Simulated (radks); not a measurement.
These are the eigenvalues of the occupied orbitals of an atom or ion with whole-number occupations (eV). Calculated with a radial shooting solver on a logarithmic mesh with Libxc functionals: non-relativistic Kohn-Sham, PBE, spin-polarised, spherical densities, point nucleus.

orbital  eigenvalue
1s up     -9117.290
1s down   -9116.498
2s up     -1413.226
2s down   -1412.638
2p up     -1286.037
2p down   -1285.151
3s up     -427.7890
3s down   -425.0280
3p up     -386.5792
3p down   -383.8387

Which element is it, and in what charge state? The configuration may be excited. Open shells, if any, are filled with parallel spins first.

Answer. Z = 29, copper, charge +12: Cu12+ in [Ne] 3s2 3p5. The list shows which subshells hold electrons but not how many an open one holds; the 1s level, -335.05 hartree, gives Z - s = 25.9 by -(Z - s)^2/2, which with screening narrows Z to a few neighbours, and the depths of the outer levels then fix element, charge and occupations together.
